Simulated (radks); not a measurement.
Problem. All-electron atom: Ni VII in [Ar] 3d4 (the NIST ground configuration). Calculated with a radial shooting solver on a logarithmic mesh with Libxc functionals: Dirac Kohn-Sham, PBE, spin-unpolarised, spherical densities, finite nucleus; open shells are shared between the two j in proportion to 2j + 1; Fermi nuclear charge, rms radius 3.7757 fm. Some entries of the table are withheld. Estimate them.

orbital,occ.,eigenvalue (hartree),<r^2> (bohr^2)
1s1/2,2,-306.1605,0.003936
2s1/2,2,-40.61101,0.07066
2p1/2,2,(1),0.05579
2p3/2,4,(2),0.05735
3s1/2,2,-8.24445,0.5788
3p1/2,2,-6.80839,0.6117
3p3/2,4,-6.71650,0.6247
3d3/2,1.6,(3),0.6915
3d5/2,2.4,(4),0.6957
4s1/2,0,-2.82476,3.309
4p1/2,0,-2.41673,(5)
4p3/2,0,-2.39916,(6)
4d3/2,0,(7),5.300
4d5/2,0,(8),5.316

Solution. 
(1) 2p1/2 eigenvalue (hartree): -35.99633
(2) 2p3/2 eigenvalue (hartree): -35.35435
(3) 3d3/2 eigenvalue (hartree): -4.34925
(4) 3d5/2 eigenvalue (hartree): -4.33613
(5) 4p1/2 <r^2> (bohr^2): 3.841
(6) 4p3/2 <r^2> (bohr^2): 3.894
(7) 4d3/2 eigenvalue (hartree): -1.77407
(8) 4d5/2 eigenvalue (hartree): -1.77156
